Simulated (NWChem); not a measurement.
# C2H5NOSi; SMILES N1C[Si@H](O)C=1

```xyz
10

O      0.0002    -2.0543     0.4503
Si     0.0228    -0.5750    -0.3490
C      1.1058     0.9274     0.0675
N      0.1163     1.7704     0.1042
C     -1.1152     0.9274     0.0359
H     -0.0058    -2.0049     1.4223
H      0.0799    -0.9703    -1.7972
H      2.1538     1.2795     0.1447
H     -1.8406     1.3004    -0.7179
H     -1.6301     0.9331     1.0196
```
Atoms are numbered in this order, from 1.

Results from NWChem. Pople sets run with spherical d functions. Geometry: optimised at PBE-D3(BJ)/def2-SVP. Level: M05-2X/6-31G* with SMD (1 M gas to 1 M solution), gas-phase geometry. Reactions with the solvent are ignored.

For solvent cyclohexanone:

```
Item                              Value
--------------------------------  -----
solvation free energy (kcal/mol)   -5.4
dipole in solution (D)             2.06
```

How do the values read with solvent toluene instead?

The solvation free energy (kcal/mol) is -3.8. The dipole in solution (D) is 1.87.
